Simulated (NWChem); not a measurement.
System: AlSiH5; SMILES [AlH2][SiH3]

The following NWChem deck was run.

```
start job
memory heap 200 mb stack 900 mb global 1100 mb
geometry units angstroms noautoz
  Al     0.009985     1.314547    -0.005776
  H     -1.383425     2.109535     0.013667
  H      1.379261     2.149653     0.019034
  Si     0.018279    -1.148372    -0.029865
  H     -0.279368    -1.669180     1.358168
  H      1.341413    -1.736702    -0.450713
  H     -1.047049    -1.708047    -0.940824
end
basis spherical
  * library 6-31g*
end
dft
  xc xwpbe 1.00 cpbe96 1.0 hfexch 1.00
  cam 0.2 cam_alpha 0.0 cam_beta 1.0
  iterations 150
  vectors input atomic output neutral.movecs
end
task dft energy
charge 1
dft
  odft
  mult 2
  vectors input atomic output cation.movecs
end
task dft energy
```

Parts of the log:

```
             Northwest Computational Chemistry Package (NWChem) 7.3.0
             --------------------------------------------------------

 C1  symmetry detected

                             Geometry "geometry" -> ""
                             -------------------------

 Output coordinates in angstroms (scale by  1.889725989 to convert to a.u.)

  No.       Tag          Charge          X              Y              Z
 ---- ---------------- ---------- -------------- -------------- --------------
    1 Al                  13.0000     0.00166481     1.30966772    -0.00351724
    2 H                    1.0000    -1.38923668     2.10914674     0.01068519
    3 H                    1.0000     1.37356543     2.14071257     0.01017525
    4 Si                  14.0000     0.00228941    -1.15338287    -0.00283715
    5 H                    1.0000    -0.29417399    -1.65927592     1.39095336
    6 H                    1.0000     1.32274710    -1.75003331    -0.42036384
    7 H                    1.0000    -1.06659619    -1.71887036    -0.90600581

 Effective nuclear repulsion energy (a.u.)      74.3511459918

  pbe96 is a nonlocal functional; adding pw91lda local functional.

                                 NWChem DFT Module
                                 -----------------

 Summary of "ao basis" -> "ao basis" (spherical)
 ------------------------------------------------------------------------------
       Tag                 Description            Shells   Functions and Types
 ---------------- ------------------------------  ------  ---------------------
 Al                          6-31g*                  8       18   4s3p1d
 H                           6-31g*                  2        2   2s
 Si                          6-31g*                  8       18   4s3p1d

            General Information
            -------------------
          SCF calculation type: DFT
          Wavefunction type:  closed shell.
          No. of atoms     :     7
          No. of electrons :    32
           Alpha electrons :    16
            Beta electrons :    16
          Charge           :     0
          Spin multiplicity:     1
          Use of symmetry is: off; symmetry adaption is: off
          Maximum number of iterations: 150
          AO basis - number of functions:    46
                     number of shells:    26
          Convergence on energy requested:  1.00D-06
          Convergence on density requested:  1.00D-05
          Convergence on gradient requested:  5.00D-04

              XC Information
              --------------
                     Hartree-Fock (Exact) Exchange  1.000
                     LC-wPBE(h)Exchange Functional  1.000
            Perdew 1991 LDA Correlation Functional  1.000 local
           PerdewBurkeErnz. Correlation Functional  1.000 non-local

           Range-Separation Parameters
           ---------------------------
           Alpha           :  0.00
           Beta            :  1.00
           Gamma           :  0.20
           Short-Range HF  :     F

             Grid Information
             ----------------
          Grid used for XC integration:  medium
          Radial quadrature: Mura-Knowles
          Angular quadrature: Lebedev.
          Tag              B.-S. Rad. Rad. Pts. Rad. Cut. Ang. Pts.
          ---              ---------- --------- --------- ---------
          Al                  1.25       88          10.0       590
          H                   0.35       45          11.0       434
          Si                  1.10       88          11.0       590
          Grid pruning is: on
          Number of quadrature shells:   401
          Spatial weights used:  Erf1

      Superposition of Atomic Density Guess
      -------------------------------------

 Sum of atomic energies:        -533.16712092

      Non-variational initial energy
      ------------------------------

 Total energy =    -533.469370
 1-e energy   =    -887.569117
 2-e energy   =     279.748601
 HOMO         =      -0.278826
 LUMO         =      -0.031313

   convergence    iter        energy       DeltaE   RMS-Dens  Diis-err
 ---------------- ----- ----------------- --------- --------- ---------
 d= 0,ls=0.0,diis     1   -534.5617887967 -6.09D+02  9.30D-03  1.18D-01
 d= 0,ls=0.0,diis     2   -534.5810560795 -1.93D-02  2.04D-03  3.36D-03
 d= 0,ls=0.0,diis     3   -534.5818767004 -8.21D-04  5.89D-04  5.36D-04
 d= 0,ls=0.0,diis     4   -534.5819968800 -1.20D-04  2.03D-04  1.39D-05
 d= 0,ls=0.0,diis     5   -534.5820038235 -6.94D-06  3.85D-05  7.74D-07
 d= 0,ls=0.0,diis     6   -534.5820040793 -2.56D-07  1.23D-05  2.31D-08
 d= 0,ls=0.0,diis     7   -534.5820040927 -1.34D-08  2.61D-06  8.18D-10

         Total DFT energy =     -534.582004092725
      One electron energy =     -889.241964402414
           Coulomb energy =      321.390348664479
    Exchange-Corr. energy =      -41.081534346559
 Nuclear repulsion energy =       74.351145991769

 Numeric. integr. density =       31.999999427340

                       DFT Final Molecular Orbital Analysis
                       ------------------------------------

 Vector   14  Occ=2.000000D+00  E=-4.051279D-01
              MO Center= -2.8D-01, -1.5D+00,  3.7D-01, r^2= 2.2D+00
   Bfn.  Coefficient  Atom+Function         Bfn.  Coefficient  Atom+Function
  ----- ------------  ---------------      ----- ------------  ---------------
    31      0.409935  4 Si pz                42      0.290153  5 H  s
    41      0.266418  5 H  s                 46     -0.197359  7 H  s
    45     -0.183984  7 H  s                 27     -0.171558  4 Si pz
    35      0.114788  4 Si pz                44     -0.088577  6 H  s
    43     -0.083197  6 H  s                 38      0.043975  4 Si d  0

[...]
```

Level: LC-wPBE (HJS exchange hole, range parameter 0.2 per bohr)/6-31G* (spherical d), vertical spin-unrestricted ions. The geometry was optimised at PBE-D3(BJ)/def2-SVP.
